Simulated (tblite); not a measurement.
Species: C7H13OPSi.
Atom-mapped SMILES: `[CH2:1]=[CH:2][CH2:3][C:4](=[CH2:5])[Si@@:6]1([PH2:7])[CH2:8][CH2:9][O:10]1` (hydrogens: H11, H12 on C1; H13 on C2; H14, H15 on C3; H16, H17 on C5; H18, H19 on P7; H20, H21 on C8; H22, H23 on C9)

Computed with GFN2-xTB (tblite), gas phase: L-BFGS steps from a force-field or distance-geometry start until the largest atomic force falls under 0.01 eV/Å.

Step 47: E = -812.8489 eV
```
atom  x, y, z in Å  |  force x, y, z in eV/Å
C1      2.5676    1.4430   -0.0962    0.031   0.037   0.026
C2      2.2844    0.1977   -0.4216    0.014   0.020  -0.011
C3      1.7696   -0.8433    0.5220   -0.033  -0.027  -0.017
C4      0.4246   -1.2890    0.0187   -0.031  -0.059   0.043
C5      0.2553   -2.4290   -0.6372   -0.022  -0.013   0.009
Si6    -0.9830   -0.0935    0.4160    0.015   0.022  -0.100
P7     -1.1699    0.0674    2.6541    0.016   0.024   0.063
C8     -1.1748    1.5206   -0.5988    0.012   0.014  -0.011
C9     -2.4016    0.8165   -1.1722   -0.025  -0.015   0.046
O10    -2.3973   -0.3934   -0.4131   -0.067  -0.065  -0.044
H11     2.4734    1.8018    0.9135   -0.023   0.013   0.060
H12     2.9250    2.1503   -0.8235    0.008   0.047  -0.022
H13     2.3794   -0.1308   -1.4474    0.044  -0.051  -0.030
H14     1.6676   -0.4298    1.5286    0.026   0.004  -0.014
H15     2.4613   -1.6883    0.5498    0.016  -0.021  -0.006
H16    -0.7091   -2.7273   -1.0128   -0.005   0.032   0.006
H17     1.0701   -3.1161   -0.8194   -0.008   0.043   0.006
H18    -1.4335   -1.2821    2.7928    0.044  -0.047   0.022
H19    -2.5183    0.3698    2.6389   -0.033   0.039   0.002
H20    -0.4103    1.7636   -1.3272   -0.011  -0.034  -0.022
H21    -1.4227    2.4157   -0.0369    0.009  -0.014  -0.005
H22    -2.3219    0.5626   -2.2313    0.009   0.067   0.054
H23    -3.3409    1.3405   -0.9861    0.010  -0.015  -0.054
```

Step 48: E = -812.8510 eV
```
atom  x, y, z in Å  |  force x, y, z in eV/Å
C1      2.5530    1.4410   -0.0850    0.030   0.030   0.025
C2      2.2854    0.1929   -0.4129   -0.008   0.045  -0.025
C3      1.7634   -0.8468    0.5271   -0.012  -0.033  -0.006
C4      0.4237   -1.2959    0.0129   -0.021  -0.045   0.048
C5      0.2624   -2.4385   -0.6401   -0.019  -0.017   0.009
Si6    -0.9806   -0.0939    0.3997    0.001   0.002  -0.048
P7     -1.1539    0.0808    2.6419   -0.027  -0.012   0.019
C8     -1.1687    1.5194   -0.6144   -0.020   0.027  -0.046
C9     -2.4128    0.8283   -1.1675   -0.056  -0.008   0.025
O10    -2.4009   -0.3899   -0.4220   -0.030  -0.048  -0.033
H11     2.4437    1.7957    0.9242   -0.024   0.027   0.073
H12     2.9112    2.1539   -0.8061    0.017   0.043  -0.032
H13     2.3919   -0.1363   -1.4368    0.054  -0.052  -0.043
H14     1.6545   -0.4286    1.5309    0.006  -0.003  -0.002
H15     2.4577   -1.6887    0.5652    0.016  -0.043  -0.012
H16    -0.6967   -2.7423   -1.0250   -0.003   0.041   0.011
H17     1.0818   -3.1235   -0.8100   -0.013   0.039   0.002
H18    -1.3921   -1.2748    2.7892    0.050  -0.006   0.022
H19    -2.5095    0.3593    2.6346    0.003   0.028   0.003
H20    -0.4135    1.7475   -1.3572   -0.002  -0.035  -0.020
H21    -1.3979    2.4232   -0.0579    0.020  -0.033   0.001
H22    -2.3652    0.5851   -2.2329    0.015   0.083   0.109
H23    -3.3419    1.3590   -0.9476    0.020  -0.030  -0.081
```

Task: Estimate the geometry and energy of step 49. (The exact step hangs on the optimiser's Hessian estimate; all steps are aligned on step 48, rigid shifts and turns removed.)

Result: E = -812.8524 eV, largest force 0.144 eV/Å
```
atom  x, y, z in Å  |  force x, y, z in eV/Å
C1      2.5484    1.4403   -0.0782    0.025   0.038   0.028
C2      2.2898    0.1921   -0.4123   -0.037   0.026  -0.049
C3      1.7578   -0.8468    0.5234    0.036  -0.029   0.005
C4      0.4203   -1.3000    0.0080   -0.019  -0.004   0.043
C5      0.2633   -2.4448   -0.6413   -0.009  -0.007   0.016
Si6    -0.9819   -0.0951    0.3912   -0.028  -0.015   0.028
P7     -1.1487    0.0902    2.6387   -0.032  -0.033  -0.052
C8     -1.1669    1.5181   -0.6215   -0.027  -0.030  -0.039
C9     -2.4175    0.8329   -1.1634   -0.011  -0.020   0.040
O10    -2.4076   -0.3886   -0.4257    0.045  -0.054   0.024
H11     2.4220    1.7885    0.9317   -0.020   0.036   0.058
H12     2.9125    2.1587   -0.7909    0.021   0.032  -0.026
H13     2.4109   -0.1390   -1.4344    0.052  -0.036  -0.032
H14     1.6484   -0.4241    1.5247   -0.019  -0.010   0.021
H15     2.4530   -1.6872    0.5682    0.020  -0.063  -0.015
H16    -0.6923   -2.7548   -1.0273   -0.029   0.039   0.004
H17     1.0867   -3.1249   -0.8060    0.005   0.010  -0.007
H18    -1.3695   -1.2689    2.7909    0.045   0.015   0.025
H19    -2.5079    0.3548    2.6327    0.015   0.018   0.007
H20    -0.4182    1.7376   -1.3706    0.049  -0.021  -0.056
H21    -1.3891    2.4245   -0.0701    0.024   0.013   0.046
H22    -2.3832    0.5956   -2.2265    0.021   0.056  -0.015
H23    -3.3352    1.3677   -0.9308   -0.127   0.038  -0.055
```

The energy changes by -0.0015 eV. The first-order estimate −F·Δx gives -0.0034 eV and the mean of the old and new forces, exact on a quadratic surface, -0.0015 eV. The step makes an angle of 79° with the force vector and moves no atom by more than 0.024 Å.

What follows is the cost of the whole relaxation. Hardware: one thread of an Intel Xeon Platinum 8259CL at 2.50 GHz, no GPU, on a shared host. Cost: 3.6 s of wall time.
